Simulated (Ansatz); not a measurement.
Cost and result for the atomization energy of C2H8S2Sn, SMILES `[CH3][Sn]([CH3])([SH])[SH]` (13 atoms, 12 bonds).

```tsv
atom	x (Å)	y (Å)	z (Å)
C1	-1.700	0.677	0.837
Sn2	0.056	-0.236	0.042
C3	1.294	1.030	-1.146
S4	1.495	-1.050	1.799
S5	-0.740	-2.127	-1.226
H6	-2.332	1.031	0.023
H7	-1.417	1.517	1.471
H8	-2.250	-0.053	1.430
H9	2.152	0.463	-1.506
H10	0.724	1.400	-1.997
H11	1.644	1.872	-0.547
H12	0.578	-1.918	2.257
H13	0.496	-2.606	-1.439
```

Charge 0, multiplicity 1. Correlated methods include outer-core shells of Sn, which these sets cover unevenly. Sn: def2 effective core potential. The structure was optimised at the PBE0-D4/def2-TZVP level. It is one conformer, not always the lowest. Program: Ansatz. All runs use 2 threads of an AMD EPYC 7R13 on a shared host and a share of an NVIDIA H100 80 GB. Times are those of one run each, without the atoms' runs, and a repeat can differ threefold. Electronic energies, without spin–orbit coupling; frozen cores. CCSD(T)/CBS adds CCSD(T) − MP2 in def2-TZVPP to the MP2 limit, and its time is that of the two runs behind it. T1 = 0.011. With those shells the extrapolation isn't a true limit. B3LYP takes the VWN-RPA correlation (the form of Gaussian; ORCA's B3LYP/G).

CCSD(T)/CBS is a level of theory with its own doubt, some kJ/mol a heavy atom from the limit and from the frozen cores, so smaller differences don't rank the functionals.

```tsv
level	functions	wall time	atomization (kcal/mol)	difference from CCSD(T)/CBS	per bond
PBE0-D4/def2-TZVPP	308	1.8 s	1035.8	-6.3	-0.5
PBE-D4/def2-TZVPP (with forces)	308	2.1 s	1046.9	4.8	0.4
B3LYP-D4/def2-TZVPP (with forces)	308	2.2 s	1031.4	-10.7	-0.9
r2SCAN-D4/def2-TZVPP (with forces)	308	2.4 s	1037.9	-4.2	-0.4
B2PLYP/def2-TZVPP	308	2.5 s	1018.8	-23.3	-1.9
ωB97X-V/def2-TZVPP	308	2.6 s	1041.2	-0.9	-0.1
ωB97M-V/def2-TZVPP (with forces)	308	3.6 s	1039.1	-3.0	-0.2
MP2/def2-QZVPP	576	3.7 s	1034.0	-8.1	-0.7
CCSD(T)/def2-TZVPP	308	4.8 s	1012.7	-29.4	-2.4
CCSD(T)/CBS(def2)	–	8.4 s	1042.1	0.0	0.0
```

The D4 term adds +13.0 kcal/mol with B3LYP and +7.1 kcal/mol with PBE0; it sums over pairs of atoms, weighted by their polarisabilities, and B3LYP, whose exchange is more repulsive, gets the larger term. From PBE to PBE0 (25 % exact exchange), in def2-TZVPP and without D4, the atomization energy moves by −10.1 kcal/mol: exact exchange takes away binding that semilocal exchange gives to molecules. In def2-TZVPP, CCSD(T) changes the Hartree–Fock value by +257.3 kcal/mol (the triples alone add +15.6 kcal/mol) and MP2 by +261.4 kcal/mol; breaking electron pairs costs correlation energy, which Hartree–Fock lacks.

Spin–orbit coupling would lower the free Sn atoms strongly, and the atomization energy with them, by more than many differences here. For some Ge, Se and Sn compounds the MP2-based and the directly extrapolated limit differ by 10 to 25 kJ/mol.
